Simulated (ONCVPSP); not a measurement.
**What one change does to a pseudopotential (Cs, ONCV)**

```json
{
 "Element": "Cs",
 "Generator": "ONCVPSP 4.0.1",
 "Type": "optimised norm-conserving Vanderbilt (ONCV)",
 "Functional": "LDA (Perdew-Zunger)",
 "Relativity": "fully relativistic",
 "Frozen core": "[Kr] 4d10",
 "Valence charge": "9",
 "Reference configuration": "5s2 5p6 6s1",
 "Partial waves": "5s+6s: rc 3.05 bohr, ncon 4, nbas 8, qcut 4.9 1/bohr, 2 projectors; 5p: rc 2.15 bohr, ncon 5, nbas 9, qcut 3.2 1/bohr, 2 projectors, debl 2.4 Ha; d scattering state at 0.16 Ha: rc 2.85 bohr, ncon 4, nbas 8, qcut 3.5 1/bohr, 2 projectors, debl 3.2 Ha",
 "Local potential": "polynomial inside 1.85 bohr (lpopt 5, dvloc0 4 Ha)",
 "Core correction": "none"
}
```

Open shells are filled in proportion to 2j + 1.

In the d channel the program set the typed energies aside and used 0.050, 3.250 Ha (j = l + 1/2; the other j can differ).

Change: s: qcut 4.1; p: qcut 2.7; d: qcut 3.

Cutoffs: the cutoffs (Ha) at which the residual kinetic energy of the hardest occupied pseudo-wave falls to 1 and 0.1 mHa per electron; they do not see the model core or the augmentation charge, which bear on the density cutoff. Errors are all-electron minus pseudo energies relative to the spin-unpolarised reference configuration.

Question: What does the change do?

Answer: The potential gets neither clearly harder nor softer (37 Ha and 54 Ha → 40 Ha and 54 Ha); the p channel sets the loose cutoff, while the largest relative change is in s, which becomes softer; of the 4 tests that both files solve, the error grows in 1 and shrinks in 0 by more than 15 % and 0.3 meV (median size 0.1 → 0.1 meV); the range in which the d5/2 phases agree widens (upper end 1.9 → at the end of the scan); neither file shows a bound ghost.

| quantity | base | changed |
| --- | --- | --- |
| cutoff, loose | 37 Ha | 40 Ha |
| cutoff, tight | 54 Ha | 54 Ha |
| loose cutoff by channel | s 6.2 Ha, p 37 Ha | s 4.8 Ha, p 40 Ha |
| bound ghosts | none | none |
| GHOST(+) flags under 300 eV | s at 134.0 eV | s at 118.7 eV |
| error for 5s2 5p6 6s0, meV [ΔE 4.00 eV] | -0.1 | -0.2 |
| error for 5s2 5p6 6s0.5, meV [ΔE 1.55 eV] | 0.0 | 0.0 |
| error for 5s2 5p6 6s0 6p1, meV [ΔE 1.47 eV] | +0.1 | 0.0 |
| error for 5s1 5p6 6s1, meV [ΔE 31.85 eV] | -116 | -161 |
| s: phases at 3.09 bohr within 0.05 rad from the reference energy up to (Ha; the scan ends near 5) | 2.3 | 2.4 |
| p3/2: phases at 2.18 bohr within 0.05 rad from the reference energy up to (Ha; the scan ends near 5) | to the end of the scan | to the end of the scan |
| p1/2: phases at 2.18 bohr within 0.05 rad from the reference energy up to (Ha; the scan ends near 5) | to the end of the scan | to the end of the scan |
| d5/2: phases at 2.89 bohr within 0.05 rad from the reference energy up to (Ha; the scan ends near 5) | 1.9 | to the end of the scan |
| d3/2: phases at 2.89 bohr within 0.05 rad from the reference energy up to (Ha; the scan ends near 5) | to the end of the scan | to the end of the scan |

Base: These tests converged, but a pseudo level misses the all-electron one widely, so the file describes the atom poorly there or has found another state: 5s2 5p6 6s0 6p1: empty 6s by 2.8 eV. Changed file: These tests converged, but a pseudo level misses the all-electron one widely, so the file describes the atom poorly there or has found another state: 5s2 5p6 6s0 6p1: empty 6s by 2.8 eV.
